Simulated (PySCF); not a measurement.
**Two-component Hartree-Fock for Sr⁺ (strontium, charge +1)**

Start: [Kr] 5s1; 5s1/2 filled at m_j = +1/2. Calculated with PySCF 2.14 in x2c-TZVPall-2c (8s9p7d1f, 77 functions): generalised Hartree-Fock with the X2C-1e Hamiltonian and a Gaussian nucleus; one run each with spin-orbit coupling (SO) switched off, then screened by Boettger's factors. This is a chosen level, not necessarily the ground level.

```tsv
spinor shell	electrons	ε, spin-free (eV)	ε, screened SO (eV)	weight of nominal j (screened SO)	rms radius, screened SO (bohr)
1s1/2	2	-16203.7	-16203.1	1.000	0.0451
2s1/2	2	-2267.6	-2267.4	1.000	0.187
2p1/2	2	-2009.8	-2057.0	1.000	0.164
2p3/2	4	-2009.8	-1987.4	1.000	0.167
3s1/2	2	-385.80	-385.76	1.000	0.523
3p1/2	2	-300.03	-307.61	1.000	0.528
3p3/2	4	-300.03	-296.43	1.000	0.539
3d3/2	4	-158.16	-159.29	1.000	0.545
3d5/2	6	-158.16	-157.36	1.000	0.548
4s1/2	2	-59.028	-59.021	1.000	1.45
4p1/2	2	-35.820	-36.696	0.998	1.66
5s1/2	1	-10.479	-10.479	1.000	4.29
```

(1) Where does 4p3/2 lie, and what is the 4p spin-orbit splitting (screened SO)?

```csv
quantity,spin-free,screened SO
E (hartree),-3177.01774,-3177.26626
M_J,1/2,1/2
⟨J²⟩,0.750,0.750
⟨L²⟩,0.000,0.006
⟨S²⟩,0.750,0.756
```

Breit and QED terms are absent; they matter most for the inner s and p1/2 levels.

Densities and radii are taken from the X2C orbitals without a picture-change correction, which distorts them close to the nucleus.

Without spin-orbit coupling the j labels of p, d and f shells carry no meaning; the spin-free column gives the mean over the occupied spinors of each nl shell.

Results:

(1) At -35.401 eV, 1.295 eV above 4p1/2.
